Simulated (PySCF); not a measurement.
Working out the ionisation energy of Ni+

Ni+ [Ar] 3d9 (2D) → Ni(2+) [Ar] 3d8 (3F). Calculation: PySCF 2.14, in x2c-TZVPall (6s5p4d1f, 48 functions); scalar relativity by spin-free X2C-1e. Frozen: [Ar]. Energies in hartree (1 hartree = 27.21139 eV):

| part | Ni+ (lower) | Ni(2+) (upper) |
| --- | --- | --- |
| UHF | -1518.785731 | -1518.233252 |
| MP2 opposite-spin | -0.194281 | -0.125862 |
| MP2 same-spin | -0.113637 | -0.077610 |

Task: What does Hartree-Fock give?

Result: (-1518.233252) − (-1518.785731) = 0.552479 hartree = 15.034 eV.

Task: What do MP2 and SCS-MP2 (6/5 opposite-spin, 1/3 same-spin) give?

Result: The opposite-spin parts differ by 1.862 eV and the same-spin parts by 0.980 eV. MP2: 15.034 + (1.862) + (0.980) = 17.876 eV. SCS-MP2: 15.034 + 1.2 × (1.862) + (0.980)/3 = 17.595 eV.

Reference: 18.169 eV (measured; NIST Atomic Spectra Database, ionization energies), between the lowest levels; spin-orbit coupling is absent from the calculation.

What remains against the reference includes basis incompleteness, the frozen core and correlation beyond second order.
